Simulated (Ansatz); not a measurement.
1-ethyl-3-methylimidazolium dicyanamide (C8H11N5). Charge 0, multiplicity 3. Geometry PBE-D4/def2-SVP, that of the neutral singlet; atoms count from 1.

```xyz
24

C     1.4364   -2.5435   -0.3053
C     1.3566   -1.5510   -1.4624
N     0.3909   -0.4733   -1.2031
C    -0.9896   -0.5825   -1.2860
C    -1.5210    0.5827   -0.7880
N    -0.4517    1.3822   -0.4165
C    -0.5523    2.6938    0.2204
C     0.6921    0.7146   -0.6524
H     2.2119   -3.3039   -0.5234
H     0.4708   -3.0681   -0.1612
H     1.6886   -2.0071    0.6330
H     2.3362   -1.0658   -1.6404
H     1.0560   -2.0346   -2.4141
H    -1.4779   -1.4820   -1.6709
H    -2.5536    0.8826   -0.5815
H    -1.4855    2.7036    0.8191
H    -0.5656    3.4961   -0.5442
H     0.3120    2.8243    0.8980
H     1.6951    1.0535   -0.3827
N     1.3822   -0.0693    1.9146
C     0.2819    0.0061    2.3740
N    -0.8972    0.0567    2.9223
C    -1.9310    0.6311    2.3680
N    -2.8852    1.1537    1.8827
```

In the triplet geometry the species has come apart into loosely held pieces. At PBE0-D4/def2-TZVP a singlet of charge 0 lies 4.20 eV below the triplet at the same geometry.

(1) Estimate the Mulliken populations from the PBE0/def2-TZVP orbitals of Ansatz.

(2) Where does the spin sit?

(3) And the Mayer bond orders between heavy atoms (over 0.3)?

## Answers

(1) 
```
atom  charge (e)  spin (α − β)
  C1       -0.37          0.02
  C2       -0.16         -0.03
  N3        0.03          0.18
  C4       -0.11          0.16
  C5       -0.08          0.15
  N6       -0.01          0.17
  C7       -0.35         -0.02
  C8       -0.20          0.84
  H9        0.12          0.01
 H10        0.12          0.00
 H11        0.17          0.00
 H12        0.12          0.02
 H13        0.12          0.01
 H14        0.17         -0.01
 H15        0.20         -0.01
 H16        0.18          0.00
 H17        0.14          0.03
 H18        0.15          0.01
 H19        0.19         -0.05
 N20       -0.20          0.23
 C21        0.13         -0.05
 N22       -0.26          0.24
 C23        0.09         -0.07
 N24       -0.20          0.17
```
Mulliken values depend strongly on the basis.

(2) Summed by element: C 1.00, N 1.00, H 0.00, of 2 unpaired in all. Largest on single atoms: C8 0.84, N22 0.24, N20 0.23.

(3) C1–C2 1.01 (1.53 Å); C2–N3 0.92 (1.47 Å); N3–C4 1.18 (1.39 Å); N3–C8 1.02 (1.34 Å); C4–C5 1.54 (1.37 Å); C5–N6 1.22 (1.39 Å); N6–C7 0.93 (1.46 Å); N6–C8 1.02 (1.35 Å); N20–C21 2.59 (1.19 Å); C21–N22 1.41 (1.30 Å); N22–C23 1.36 (1.31 Å); C23–N24 2.72 (1.19 Å).
